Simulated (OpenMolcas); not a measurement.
## 3d² along the 20-electron sequence

| Quantity | Value |
| --- | --- |
| Program | OpenMolcas 26.06 |
| Method | SS-RASPT2, IPEA 0.25 Eh, imaginary shift 0.1 Eh |
| Basis | ANO-RCC-VTZP |
| Scalar Hamiltonian | DKH2, point nucleus |
| Spin-orbit coupling | state interaction with AMFI integrals over the reference wave functions, term energies averaged over their components |

Active space for each ion: 8 electrons in 8 orbitals (RAS1 3p, at most 2 holes; RAS2 3d); closed shells correlated by CASPT2: 3s.

Computed levels in cm-1 above ³F₂:

```csv
Level,Ti2+,V3+,Cr4+,Mn5+,Co7+
³F₃,215,351,534,785,1415
³F₄,492,802,1214,1772,3150
¹D₂,8620,10930,13320,15780,20080
³P₀,11010,13570,16100,18710,23020
³P₁,11080,13700,16290,18990,23550
³P₂,11230,13950,16700,19620,24790
¹G₄,14730,18660,22320,26140,32910
¹S₀,31730,42270,51470,60230,76070
weight of ³F in the lowest level (%),100,100,100,100,100
```

Measured, with the error of the calculation in %. Measured levels: Ti2+ from Corliss and Sugar, J. Phys. Chem. Ref. Data 8, 1 (1979); V3+ from Sugar and Corliss, J. Phys. Chem. Ref. Data 7, 1191 (1978); Cr4+ from Sugar and Corliss, J. Phys. Chem. Ref. Data 6, 317 (1977); Mn5+ from Corliss and Sugar, J. Phys. Chem. Ref. Data 6, 1253 (1977); Co7+ from Sugar and Corliss, J. Phys. Chem. Ref. Data 10, 1097 (1981).

```csv
Level,Ti2+,V3+,Cr4+,Mn5+,Co7+
³F₃,185 (+16.1),325 (+8.0),508 (+5.1),746 (+5.2),1430 (-1.0)
³F₄,420 (+17.1),735 (+9.2),1142 (+6.3),1669 (+6.2),3144 (+0.3)
¹D₂,8474 (+1.7),10959 (-0.3),13188 (+1.0),15336 (+2.9),19624 (+2.3)
³P₀,10538 (+4.4),,15492 (+3.9),17782 (+5.2),22304 (+3.2)
³P₁,10604 (+4.5),13239 (+3.5),15677 (+3.9),18057 (+5.2),22839 (+3.1)
³P₂,10721 (+4.8),13458 (+3.7),16041 (+4.1),18628 (+5.3),24055 (+3.1)
¹G₄,14398 (+2.3),18391 (+1.4),22019 (+1.4),25511 (+2.5),32360 (+1.7)
¹S₀,32476 (-2.3),42462 (-0.5),51146 (+0.6),,74247 (+2.5)
```

The fine-structure level ³F₄ changes by a factor of 6.4 from Ti2+ to Co7+. Its fourth root runs 4.71, 5.32, 5.90, 6.49, 7.49, with steps per unit of Z of 0.61, 0.58, 0.59, 0.50; equal steps would mean a (Z - σ)^4 law with constant σ.

¹D₂ changes by a factor of 2.33 over the same range, with steps per unit of Z of +2310, +2390, +2460, +2150 cm-1.

CASPT2 breaks the degeneracy within a term, and the mean is taken; among the terms shown or strongly mixed into the levels shown the widest spread is 470 cm-1 (3d² ¹G, V3+). Active for correlation alone: 3p; no level in the range computed is led by a configuration that opens it, so any true level of that kind is missing. Measured partners are found by configuration, term and J. A level has none where our copy of the source lacks it or the pairing is in doubt (some pairs that miss far off the trend of their configuration count as doubtful), and it then counts in no deviation. Only configurations of the active space appear.
